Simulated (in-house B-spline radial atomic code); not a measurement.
Configurations of La6+, with energies counted from [Kr] 4d10 5s2 5p3. All numbers are computed (scalar-relativistic (X2C) B97-1, spin-polarised, spherical fractional occupations; Fermi nucleus of rms radius 4.855 fm) with a radial B-spline atomic code at the basis-set limit, not measured. Caution: exact exchange at fractional occupations of open shells leaves self-interaction of up to several eV. Shells without spins written out take the highest spin.

Occupations are held fixed; configurations that lie above the ionisation limit could autoionise.

```
                                               configuration  E - E(ref) (eV)  highest orbital  its <r> (bohr)
                                       [Kr] 4d10 5s2 5p2 5f1           53.528            5f up           2.787
[Kr] 4d10 5s(0 up, 1 down) 5p(1 up, 2 down) 5f(0 up, 1 down)           73.518          5f down           2.765
                                            [Kr] 4d9 5s2 5p4           97.072          5p down           1.607
                                        [Kr] 4d9 5s2 5p3 6p1           140.86            6p up            3.05
    [Ar] 3d10 4s2 4p(2 up, 3 down) 4d10 5s2 5p(3 up, 1 down)           196.86          5p down           1.601
                          [Ar] 3d10 4s2 4p5 4d10 5s2 5p3 6p1           240.32            6p up           3.048
                               [Ar] 3d9 4s2 4p6 4d10 5s2 5p4           839.19          5p down           1.592
```

(1) Order these further configurations by energy, lowest first.
A. [Kr] 4d(4 up, 5 down) 5s2 5p(3 up, 0 down) 5f(0 up, 1 down)
B. [Ar] 3d9 4s2 4p6 4d10 5s2 5p3 5f1
C. [Ar] 3d10 4s2 4p5 4d10 5s2 5p3 5f1
D. [Kr] 4d10 5s2 5p(1 up, 2 down)
E. [Kr] 4d10 5s1 5p3 6s1

(2) How far above the reference does [Kr] 4d10 5s2 5p2 6d1 lie?

(3) How far above the reference does [Kr] 4d10 5s1 5p3 6f1 lie?

(4) How far above the reference does [Kr] 4d(4 up, 5 down) 5s2 5p(2 up, 1 down) 5d(0 up, 1 down) lie?

Answers

(1) D (4.207 eV), E (53.717 eV), A (148.45 eV), C (246.6 eV), B (889.69 eV).

(2) 56.519 eV; its least bound orbital is 6d up with <r> = 3.697 bohr.

(3) 81.254 eV; its least bound orbital is 6f up with <r> = 4.762 bohr.

(4) 127.66 eV; its least bound orbital is 5d down with <r> = 1.934 bohr.
